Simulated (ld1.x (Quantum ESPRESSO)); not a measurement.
An all-electron radial function and its pseudo partner (Pr (Z = 59))

Columns: radius, all-electron u(r) and pseudo u(r) of the 5s shell (level -41.47 eV) of praseodymium in the configuration [Kr] 4d10 4f2 5s2 5p6 5d1.5 6s1.5 6p0; LDA (PZ), scalar-relativistic, PAW scheme, ld1.x (Quantum ESPRESSO) 7.5.

| r (bohr) | all-electron | pseudo |
| --- | --- | --- |
| 0.193 | 0.3554 | 0.3342 |
| 0.386 | -0.3444 | 0.6371 |
| 0.579 | -0.4386 | 0.8816 |
| 0.772 | 0.1192 | 1.0492 |
| 0.965 | 0.6366 | 1.1322 |
| 1.158 | 0.9109 | 1.1336 |
| 1.351 | 0.9765 | 1.0665 |
| 1.544 | 0.9154 | 0.9508 |
| 1.737 | 0.7948 | 0.8091 |
| 1.930 | 0.6576 | 0.6626 |
| 2.123 | 0.5266 | 0.5275 |
| 2.316 | 0.4121 | 0.4121 |
| 2.509 | 0.3171 | 0.3171 |
| 2.702 | 0.2411 | 0.2411 |
| 2.895 | 0.1815 | 0.1815 |
| 3.088 | 0.1357 | 0.1357 |
| 3.281 | 0.1008 | 0.1008 |
| 3.474 | 0.0746 | 0.0746 |
| 3.667 | 0.0549 | 0.0549 |
| 3.860 | 0.0404 | 0.0404 |
| 4.053 | 0.0296 | 0.0296 |
| 4.246 | 0.0216 | 0.0216 |
| 4.439 | 0.0158 | 0.0158 |
| 4.632 | 0.0115 | 0.0115 |
| 4.825 | 0.0083 | 0.0083 |
| 5.018 | 0.0061 | 0.0061 |

**Question.** How many radial nodes do the two functions have?

**Answer.** The all-electron 5s function has n − l − 1 = 4 (the table is too coarse to show those close to the nucleus); the pseudo-wave has 0, since the states of the same l below it are removed with the core.

**Question.** At about which radius was the pseudo-wave matched?

**Answer.** 2.36 bohr, where the columns begin to agree (steps of 0.19 bohr).

**Question.** Where does each function peak?

**Answer.** Outermost all-electron maximum near 1.35 bohr, pseudo maximum near 1.16 bohr (to the table’s step).

**Question.** Is the pseudo-wave norm-conserving?

**Answer.** No, it belongs to a PAW set: the norm inside the radius is not constrained, and the difference is carried by the augmentation charge.
